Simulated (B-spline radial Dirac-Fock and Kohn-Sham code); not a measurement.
Z = 35 (bromine), transition energy 14.7 keV. Level of theory: a Dirac-Hartree-Slater potential of the neutral atom with a Latter tail (no hole, which puts coefficients of high multipoles low close above an edge), finite nucleus with surface currents; an atomic code on a B-spline grid. Subshells that would emit electrons below 1 keV are left out.

Problem. A pure transition shows α(K) = 465, L1/L2 = 0.000820 and L1/L3 = 0.000485. What is its multipolarity?
A. E2
B. M4
C. M1
D. M3
E. E1
F. E3
G. M2
H. E4

Solution. F. For comparison, α(K), L1/L2, L1/L3 are E1 17.1, 3.66, 2.05; E2 155, 0.0856, 0.0497; E4 1070, 0.00396, 0.00236; M1 26.1, 13.5, 38.8; M2 1500, 11.3, 2.54; M3 15500, 8.12, 0.407; M4 61300, 6.11, 0.166.

Values without a named source are computed, but for edge energies of neutral atoms, which are taken from tables.
